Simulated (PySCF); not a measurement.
# Stretching MnB

Set-up: PySCF, spin-free X2C with a Gaussian nucleus, basis sets Mn x2c-TZVPPall, B x2c-TZVPPall. Energies in eV from Mn (3d5 4s2) + B in their ground configurations at the same level. All curves are PBE0. state 1: Ms = 2 determinant of mixed spin (⟨S²⟩ near 7.0), unpaired electrons σ ↑↑, δ ↑↑; state 2: Ms = 2 determinant of mixed spin (⟨S²⟩ near 7.2), unpaired electrons σ ↑, π ↑, δ ↑↑, a second solution, started from another occupation; state 3: Ms = 1 determinant of mixed spin (⟨S²⟩ near 4.0), unpaired electrons δ ↑↑, a second solution, started from another occupation; state 4: Ms = 3 determinant of mixed spin (⟨S²⟩ near 12.4), unpaired electrons σ ↑, π ↑↑↑, δ ↑↑, a second solution, started from another occupation.

| R (Å) | state 1 | state 2 | state 3 | state 4 |
| --- | --- | --- | --- | --- |
| 1.584 | -0.773 | 0.072 | -0.637 | 1.6089 |
| 1.658 | -1.111 | -0.346 | -0.904 | 0.8818 |
| 1.732 | -1.303 | -0.671 | -1.053 | 0.3689 |
| 1.787 | -1.374 | -0.876 | -1.101 | 0.0783 |
| 1.842 | -1.394 | -1.045 | -1.102 | -0.1708 |
| 1.897 | -1.375 | -1.177 | -1.064 | -0.3808 |
| 1.971 | -1.302 | -1.298 | -0.964 | -0.5979 |
| 2.063 | -1.154 | -1.375 | -0.781 | -0.7784 |
| 2.174 | -0.925 | -1.383 | -0.503 | -0.8869 |
| 2.321 | -0.579 | -1.296 | -0.086 | -0.9017 |

Q: Put a parabola through the three lowest points of the state 1 curve and estimate Re, k and ωe (reduced mass 9.171 u; 1 eV/Å² = 0.16022 mdyn/Å; ωe = 1302.8·√(k/μ) cm⁻¹).

A: Through R = 1.787, 1.842, 1.897 Å the second-order coefficient is 6.45 eV/Å², so Re ≈ 1.843 Å, k ≈ 2.07 mdyn/Å and ωe ≈ 618 cm⁻¹. A polynomial fit of higher order to the unrounded PBE0 energies gives Re = 1.841 Å, k = 2.09 mdyn/Å, ωe = 622 cm⁻¹; anharmonicity and rounding make the difference.

The higher-order fit for each curve: state 1: Re = 1.841 Å, ωe = 622 cm⁻¹, De = 1.39 eV; state 2: Re = 2.128 Å, ωe = 430 cm⁻¹, minimum 1.39 eV below the ground-state fragments; state 3: Re = 1.815 Å, ωe = 641 cm⁻¹, minimum 1.11 eV below the ground-state fragments; state 4: Re = 2.262 Å, ωe = 390 cm⁻¹, minimum 0.91 eV below the ground-state fragments.

The metal atom is held in its measured ground configuration; semilocal functionals can put another filling of s and d lower by some tenths of an eV, and De to that atom would be smaller. ⟨S²⟩ of the unrestricted solution departs from its pure value on part of the curve, where spin states mix. With d or f electrons several states lie close, and the lowest PBE0 determinant need not be the measured ground state.
